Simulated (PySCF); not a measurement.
## Electron correlation in Se (selenium, neutral)

[Ar] 3d10 4s1 4p4 5s1, high-spin 5P determinant (an excited configuration). All numbers are calculated (PySCF 2.14, the spin-free X2C one-electron Hamiltonian (Gaussian nucleus), in aug-cc-pVDZ-DK (6s5p3d, 36 functions)). Frozen: [Ar] 3d10; 6 electrons correlated.

| level | correlation energy (mhartree) |
| --- | --- |
| CCSD | -106.62 |
| (T) | -5.00 |
| CCSD(T) | -111.62 |

Diagnostics: T1 = 0.016, D1 = 0.0364, largest double amplitude 0.236.

The outer electron is Rydberg-like, and this basis confines it to a smaller radius and binds it less than a complete one would. A double-excitation amplitude exceeds 0.15, a sign of near-degeneracy.

Cost of the coupled-cluster step: about 0.5 core-seconds, for 6 correlated electrons.
